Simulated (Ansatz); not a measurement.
Geometry optimisation, RKS PBE-D4/def2-SVP in Ansatz 0.2.0.

input.yaml

```yaml
crystal:
  periodic: [false, false, false]
  atoms:
    - { symbol: Hf, position_ang: [0.0, 0.0, 0.0] }
    - { symbol: "N", position_ang: [0.0, 0.0, 2.56] }
    - { symbol: H, position_ang: [-0.877, -0.2713, 3.09] }
    - { symbol: H, position_ang: [0.877, 0.2713, 3.09] }
    - { symbol: Cl, position_ang: [2.3764, 0.0, -0.8392] }
    - { symbol: Cl, position_ang: [-1.1869, 2.0563, -0.8392] }
    - { symbol: Cl, position_ang: [-1.1869, -2.0563, -0.8392] }
    - { symbol: P, position_ang: [1.4979, -2.2747, 0.905] }
    - { symbol: H, position_ang: [0.7017, -3.4444, 0.7861] }
    - { symbol: H, position_ang: [2.6682, -2.4171, 0.1133] }
    - { symbol: H, position_ang: [0.7719, -1.1722, 2.2336] }
basis:
  gaussian: { orbitals: def2-SVP }
hamiltonian:
  xc: pbe
  dispersion: d4
relax:
  f_tol: 0.15
  max_steps: 25
  restrain:
    - { distance: [0, 7], at: 2.57, k: 30.0 }
    - { distance: [10, 1], at: 1.06, k: 30.0 }
    - { distance: [0, 1], at: 3.41, k: 30.0 }
    - { distance: [10, 7], at: 2.62, k: 30.0 }
output:
  orbitals: {}
```

Run as:

```bash
$ ansatz run input.yaml --threads 4 --pin off --max-ram 5120MiB --backend cpu --events-out ev --progress --plain --runs-dir out
```

Q: Where does it end, and by what steps?

A: The forces met the threshold. The restraints hold the end off the free minimum. After 21 steps the energy has fallen by 2.899 eV (the restraints' own energy left out); Cl6 moved furthest, 1.98 Å. Parted: Hf1–N2 (2.56 → 3.39 Å). Joined: N2–H11 (1.44 → 1.04 Å).

```json
{"step": "0", "energy less start (eV)": "0.0000", "largest force component (eV/Å)": "2.258", "accepted": "yes"}
{"step": "1", "energy less start (eV)": "-0.1416", "largest force component (eV/Å)": "4.247", "accepted": "yes"}
{"step": "2", "energy less start (eV)": "-0.3316", "largest force component (eV/Å)": "3.459", "accepted": "yes"}
{"step": "3", "energy less start (eV)": "-0.8412", "largest force component (eV/Å)": "2.763", "accepted": "yes"}
{"step": "4", "energy less start (eV)": "-1.0692", "largest force component (eV/Å)": "2.093", "accepted": "yes"}
{"step": "5", "energy less start (eV)": "-1.4662", "largest force component (eV/Å)": "1.578", "accepted": "yes"}
{"step": "6", "energy less start (eV)": "-1.7410", "largest force component (eV/Å)": "1.155", "accepted": "yes"}
{"step": "7", "energy less start (eV)": "-1.9436", "largest force component (eV/Å)": "0.707", "accepted": "yes"}
{"step": "8", "energy less start (eV)": "-2.1496", "largest force component (eV/Å)": "0.491", "accepted": "yes"}
{"step": "9", "energy less start (eV)": "-2.3822", "largest force component (eV/Å)": "0.822", "accepted": "yes"}
{"step": "10", "energy less start (eV)": "-2.4674", "largest force component (eV/Å)": "0.865", "accepted": "yes"}
{"step": "11", "energy less start (eV)": "-2.5843", "largest force component (eV/Å)": "0.616", "accepted": "yes"}
{"step": "12", "energy less start (eV)": "-2.6585", "largest force component (eV/Å)": "0.589", "accepted": "yes"}
{"step": "13", "energy less start (eV)": "-2.7121", "largest force component (eV/Å)": "0.576", "accepted": "yes"}
{"step": "14", "energy less start (eV)": "-2.7349", "largest force component (eV/Å)": "0.784", "accepted": "yes"}
{"step": "15", "energy less start (eV)": "-2.8068", "largest force component (eV/Å)": "0.515", "accepted": "yes"}
{"step": "16", "energy less start (eV)": "-2.8424", "largest force component (eV/Å)": "0.408", "accepted": "yes"}
{"step": "17", "energy less start (eV)": "-2.8626", "largest force component (eV/Å)": "0.458", "accepted": "yes"}
{"step": "18", "energy less start (eV)": "-2.8881", "largest force component (eV/Å)": "0.556", "accepted": "yes"}
{"step": "19", "energy less start (eV)": "-2.8671", "largest force component (eV/Å)": "0.772", "accepted": "no"}
{"step": "20", "energy less start (eV)": "-2.8944", "largest force component (eV/Å)": "0.538", "accepted": "yes"}
{"step": "21", "energy less start (eV)": "-2.8987", "largest force component (eV/Å)": "0.561", "accepted": "yes"}
```

```xyz
11
Properties=species:S:1:pos:R:3
Hf 0.534 -0.374 -0.568
N -0.343 -0.503 2.704
H -1.113 -1.085 3.059
H -0.439 0.428 3.128
Cl 1.674 -0.505 -2.604
Cl 0.568 1.892 0.060
Cl -1.567 -1.395 -0.854
P 2.028 -1.711 1.051
H 0.978 -2.697 1.157
H 2.773 -2.450 0.061
H 0.547 -0.910 3.066
```

The run took 53 s on 4 threads of Arm Neoverse V2, with other jobs on the host, peak memory 0.21 GiB.
